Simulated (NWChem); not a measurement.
C₃H₄O₂Si; SMILES C#C[SiH]1OCO1

```xyz
10

C      0.4341     2.8611     0.0000
C      0.0300     1.7130     0.0000
Si    -0.6090     0.0074     0.0000
O      0.1108    -1.0474     1.1024
C      0.6217    -1.7867     0.0000
O      0.1108    -1.0474    -1.1024
H      0.7974     3.8745     0.0000
H     -2.0902     0.0474     0.0000
H      0.2367    -2.8227     0.0000
H      1.7271    -1.7939     0.0000
```
Atoms are numbered in this order, from 1.

Level: PBE0/def2-SVP (NWChem), optimised geometry, unscaled harmonic frequencies. 

| frequency (cm⁻¹) | IR intensity (km/mol) |
|---|---|
| 117 | 1.4 |
| 127 | 1.4 |
| 237 | 2.3 |
| 299 | 11.8 |
| 394 | 40.4 |
| 607 | 81.7 |
| 702 | 14.3 |
| 714 | 77.3 |
| 748 | 34.6 |
| 768 | 15.7 |
| 773 | 53.4 |
| 882 | 193.7 |
| 961 | 220.3 |
| 1025 | 186.6 |
| 1110 | 161.5 |
| 1150 | 7.4 |
| 1160 | 0.1 |
| 1381 | 16.6 |
| 1538 | 8.2 |
| 2170 | 89.4 |
| 2298 | 123.8 |
| 3038 | 103.5 |
| 3101 | 43.5 |
| 3471 | 51.0 |

```
Property                                                                           Result
-----------------------------------------------------------------------  ----------------
zero-point energy                                                           41.1 kcal/mol
thermal correction to the enthalpy at 298.15 K (with zero-point energy)     45.7 kcal/mol
heat capacity Cv                                                         21.8 cal/(mol K)
entropy at 298.15 K and 1 atm (symmetry number 1)                        79.2 cal/(mol K)
dipole moment                                                                      1.39 D
```

Rigid rotor and harmonic oscillator.
